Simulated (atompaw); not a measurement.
## Cl PAW (atompaw): all-electron and pseudo phase curves

atompaw 4.2.0.5 input, output lines left out:

```
Cl 17
GGA-PBE scalarrelativistic loggrid 1500 logderivrange -6 5 276
3 3 0 0 0 0
3 1 2
0 0 0
c
c
v
c
v
1
1.25 1.05 1.20 0.95
y
-3.8
n
y
-2.1
n
custom rrkj gramschmidtortho sinc
2 0 troulliermartins
1.25
1.25
1.25
0.95
```

The phase is arctan(r·u′/u) with u = r·R(r), unwrapped; energies in Ry, scanned from -6 to 5 Ry. A pole is an energy at which the radial function vanishes at the test radius. The pseudo phase is shifted by a multiple of π to meet the all-electron one at the reference energy, and phase errors are pseudo minus all-electron; the curves can meet again beyond the range given. Levels narrower than the energy grid can be missing from the lists of poles.

```
channel  radius (bohr)  reference energy (Ry)  poles, all-electron  poles, pseudo  unbroken range about the reference energy with phases within 0.05 rad  phase error 1 Ry above the reference energy (rad)
      s           1.26                  -4.33                 4.88           1.85                                                              below 1.7                                             -0.000
      p           1.26                  -3.32                 none           none                                                        the whole range                                             +0.000
```

Phases in the s channel:

```csv
E (Ry),all-electron,pseudo
-6.00,0.650,0.649
-5.76,0.574,0.574
-5.52,0.488,0.488
-5.28,0.390,0.390
-5.04,0.280,0.280
-4.80,0.157,0.157
-4.56,0.025,0.025
-4.32,-0.113,-0.113
-4.08,-0.252,-0.252
-3.84,-0.387,-0.387
-3.60,-0.513,-0.513
-3.36,-0.629,-0.629
-3.12,-0.732,-0.732
-2.88,-0.823,-0.823
-2.64,-0.902,-0.903
-2.40,-0.972,-0.972
-2.16,-1.033,-1.033
-1.92,-1.086,-1.086
-1.68,-1.132,-1.133
-1.44,-1.173,-1.174
-1.20,-1.210,-1.211
-0.96,-1.242,-1.244
-0.72,-1.272,-1.273
-0.48,-1.298,-1.300
-0.24,-1.322,-1.324
0.00,-1.343,-1.346
0.24,-1.363,-1.367
0.48,-1.381,-1.387
0.72,-1.398,-1.405
0.96,-1.414,-1.423
1.20,-1.428,-1.442
1.44,-1.441,-1.464
1.68,-1.454,-1.498
1.92,-1.466,-1.673
2.16,-1.477,-4.518
2.40,-1.487,-4.583
2.64,-1.497,-4.607
2.88,-1.506,-4.623
3.12,-1.515,-4.636
3.36,-1.524,-4.646
3.60,-1.532,-4.656
3.84,-1.540,-4.665
4.08,-1.548,-4.673
4.32,-1.555,-4.681
4.56,-1.562,-4.688
4.80,-1.569,-4.695
```
